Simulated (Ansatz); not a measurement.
Two isomers of CH7BSi2: A = `C[SiH]1B[SiH2]1`, B = `[SiH3][SiH]1BC1`.

Isolated molecules relaxed with PBE0-D4/def2-TZVP in Ansatz; ΔE leaves out vibrations. CBS: MP2 limit from def2 TZ/QZ plus the TZ coupled-cluster correction, frozen cores. Functionals use def2-TZVPP.

Q: Which is lower in electronic energy at CCSD(T)/CBS, and by how much? (An estimate is asked.)

A: Ansatz gave: A, by 18.5 kJ/mol.

Q: Give E(B) − E(A) in kJ/mol with MP2/def2-TZVPP, LDA (SPW92), r2SCAN-D4, ωB97M-V, CCSD(T)/def2-TZVPP, PBE0-D4, PBE-D4. (An estimate is asked.)

A: The calculation gave: MP2/def2-TZVPP 23.8, LDA (SPW92) 29.4, r2SCAN-D4 20.7, ωB97M-V 16.1, CCSD(T)/def2-TZVPP 20.1, PBE0-D4 20.3, PBE-D4 25.0. None reverses the order clearly.

Q: Does the order hold for the free energy at 298.15 K (harmonic terms from PBE0-D4)? (Estimate.)

A: Computed: Yes: G(B) − G(A) = +10.5 kJ/mol.

Largest T1 diagnostic: 0.014.

In def2-TZVPP, CCSD(T) changes the Hartree–Fock value by +26.2 kJ/mol (the triples alone add +4.8 kJ/mol) and MP2 by +29.9 kJ/mol. From PBE to PBE0 (25 % exact exchange), in def2-TZVPP and without D4, E(B) − E(A) moves by −4.5 kJ/mol.
